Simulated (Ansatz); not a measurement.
C₄H₁₂F₆NSb⁻, that is tetramethylammonium hexafluoroantimonate with one electron more, relaxed as a doublet with UKS PBE-D4/def2-SVP in Ansatz, starting from the PBE-D4/def2-SVP geometry of the neutral singlet. Force threshold 0.03 eV/Å.

In the def2 sets Sb takes a core potential; there is no spin–orbit coupling. The highest occupied level of the relaxed charge -1 doublet lies above zero (up to 1.21 eV). By energy differences its removal costs 0.60 eV (each at its own geometry, to the charge 0 singlet, at PBE-D4/def2-SVP); self-interaction error and the lack of diffuse functions both raise the level. The relaxation made no stability test and no search for a lower SCF solution.

Start:

Cartesian coordinates in Å:
```
C -0.5331 -1.2721 -0.8407
N 0.8407 -0.8974 -0.3437
C 0.8109 -0.7754 1.1588
C 1.2403 0.4281 -0.9415
C 1.8263 -1.9500 -0.7439
H -1.2317 -0.4583 -0.5746
H -0.4826 -1.3974 -1.9375
H -0.8337 -2.2187 -0.3562
H 0.5301 -1.7567 1.5820
H 1.8179 -0.4796 1.5040
H 0.0631 -0.0086 1.4296
H 1.2291 0.3318 -2.0419
H 0.5117 1.1905 -0.6122
H 2.2555 0.6791 -0.5850
H 1.8545 -2.0185 -1.8465
H 1.5141 -2.9201 -0.3158
H 2.8259 -1.6758 -0.3599
F -3.9626 2.1117 0.4250
Sb -2.0833 2.2230 0.8538
F -1.9538 4.0619 0.2816
F -1.6157 1.6110 -0.9699
F -2.4212 2.7081 2.6917
F -0.1366 2.1775 1.2028
F -2.0658 0.3060 1.3399
```

```tsv
step	energy (eV)	largest force component (eV/Å)	SCF passes
1	-28635.4031	1.420	27
2	-28635.8829	0.836	31
3 (rejected)	-28635.7802	2.247	33
4	-28636.0832	0.304	30
5	-28636.0897	0.305	25
6	-28636.0970	0.079	21
7	-28636.0987	0.025	21
8	-28636.0994	0.015	19
9	-28636.1002	0.033	21
10 (rejected)	-28636.0996	0.324	23
11	-28636.1108	0.056	23
12	-28636.1228	0.126	19
13	-28636.1282	0.250	22
14	-28636.1312	0.618	25
15	-28636.1439	0.025	20
```

Force components are those of the run's own axes.

End:

```xyz
24

C    -0.566   -1.210   -0.862
N     0.806   -0.857   -0.328
C     0.747   -0.767    1.181
C     1.234    0.479   -0.893
C     1.783   -1.908   -0.728
H    -1.178   -0.270   -0.869
H    -0.431   -1.600   -1.890
H    -1.014   -1.969   -0.197
H     0.755   -1.802    1.575
H     1.626   -0.196    1.530
H    -0.209   -0.247    1.451
H     0.958    0.511   -1.961
H     0.702    1.277   -0.312
H     2.331    0.559   -0.757
H     1.897   -1.900   -1.829
H     1.411   -2.896   -0.397
H     2.759   -1.698   -0.250
F    -4.001    2.001    0.436
Sb   -2.015    2.144    0.819
F    -1.920    4.063    0.171
F    -1.541    1.422   -1.159
F    -2.316    2.699    2.746
F     0.120    2.102    1.132
F    -1.939    0.065    1.390
```

By distances, no bond broke or formed. The bond that changes most is Sb19–F24, from 1.98 to 2.16 Å (atoms count from 1).

The force fell under the threshold at step 7, but the optimiser went on and released 0.045 eV more. No frequencies were taken in this run, so the end may be a saddle point.

Hardware: 4 threads of Arm Neoverse V2 on a shared host. Wall time 1.8 min.
